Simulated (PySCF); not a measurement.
Compound: C₅H₁₂OSi₂.
SMILES with atom numbers: `[CH2:1]=[CH:2][CH2:3][C@H:4]1[CH2:5][SiH2:6][O:7][SiH2:8]1` (hydrogens: H9, H10 on C1; H11 on C2; H12, H13 on C3; H14 on C4; H15, H16 on C5; H17, H18 on Si6; H19, H20 on Si8)

Geometry (PBE0-D3(BJ)/def2-SVP, Å), atoms numbered from 1 in this order:
```xyz
20
C5H12OSi2 angstrom
C      3.6394    0.8257    0.5991
C      2.4564    0.4062    1.0490
C      1.5532   -0.5561    0.3436
C      0.2233    0.0715   -0.0895
C     -0.7251   -0.9250   -0.7923
Si    -2.4604   -0.1677   -0.7684
O     -2.3573    0.7532    0.6341
Si    -0.8159    0.8841    1.2894
H      4.0471    0.4610   -0.3498
H      4.2464    1.5411    1.1600
H      2.0919    0.7998    2.0090
H      1.3349   -1.4080    1.0146
H      2.0714   -0.9775   -0.5350
H      0.4501    0.8950   -0.7936
H     -0.7653   -1.8679   -0.2166
H     -0.3682   -1.1904   -1.8016
H     -3.5536   -1.1758   -0.6552
H     -2.7305    0.7132   -1.9448
H     -0.7298    0.1281    2.5781
H     -0.4813    2.3150    1.5414
```

Computed with PySCF at B3LYP/def2-SVPD, non-relativistic, on one gas-phase PBE0-D3(BJ)/def2-SVP geometry that isn't relaxed in the solvent. The solvent is an IEF-PCM continuum (van der Waals radii × 1.2), and excitations are vertical TDDFT with non-equilibrium linear response and a frozen core. Only the electrostatic response of the medium enters.

Gas-phase singlets (H = HOMO, L = LUMO):

```tsv
state	E (eV)	λ (nm)	f	leading configurations
S1	6.531	190	0.001	H→L+1 86%
S2	6.771	183	0.003	H-1→L 46%, H-1→L+1 45%
S3	6.793	183	0.034	H→L+2 68%, H-1→L 10%, H→L+3 8%
S4	6.838	181	0.006	H-1→L+1 42%, H-1→L 32%, H→L+2 13%
S5	7.034	176	0.360	H→L 57%
```

Task: Give the list for chloroform (ε = 4.711), n² = 2.09.

Result: 
```
state  E (eV)  λ (nm)      f           leading configurations  change by rank (eV)
   S1   6.477     191  0.001               H→L+1 68%, H→L 25%               -0.054
   S2   6.712     185  0.005           H-1→L 58%, H-1→L+1 36%               -0.059
   S3   6.786     183  0.124  H-1→L+1 35%, H-1→L 24%, H→L 19%               -0.007
   S4   6.843     181  0.040           H→L+2 62%, H-1→L+1 15%               +0.005
   S5   6.921     179  0.419    H→L 42%, H→L+2 16%, H→L+1 14%               -0.113
```

Task: The ground-state energy changes by -0.093 eV from gas to chloroform. By how much does the total energy of gas-phase S1 change?

Result: E(S1) = E(S0) + excitation energy, so it changes by -0.093 − 0.054 = -0.147 eV: it is lowered more than the ground state, which is what a red shift means. This is the vertical state, with the slow part of the continuum still set for S0.

Task: How do the frontier levels move from gas to chloroform?

Result: 
```
orbital  gas (eV)  solvent (eV)  change (eV)                    Löwdin shares, gas                Löwdin shares, solvent
 LUMO+2      0.17          0.35        +0.18  Si6 18 %, Si8 12 %, C5 10 %, H16 8 %   Si6 20 %, Si8 14 %, C5 9 %, H16 6 %
 LUMO+1     -0.12         -0.06        +0.06  Si6 22 %, Si8 18 %, O7 13 %, H17 8 %  Si6 21 %, Si8 15 %, O7 13 %, H17 7 %
   LUMO     -0.23         -0.11        +0.12      C1 32 %, C2 31 %, H9 6 %, C3 5 %     C2 28 %, C1 27 %, Si8 7 %, H9 5 %
   HOMO     -7.36         -7.24        +0.12      C1 37 %, C2 33 %, C3 8 %, C4 5 %      C1 36 %, C2 32 %, C3 8 %, C4 5 %
 HOMO-1     -7.92         -7.78        +0.14   C4 26 %, Si8 18 %, O7 12 %, H19 8 %     C4 28 %, Si8 19 %, O7 8 %, C3 8 %
 HOMO-2     -8.22         -8.16        +0.06  O7 32 %, Si8 11 %, Si6 11 %, H18 9 %  O7 29 %, Si6 13 %, C5 12 %, H18 10 %
 HOMO-3     -8.46         -8.36        +0.10  C5 24 %, Si6 18 %, O7 17 %, H17 10 %  C5 19 %, O7 19 %, Si6 17 %, H17 11 %
```

The HOMO–LUMO gap goes from 7.13 to 7.13 eV.
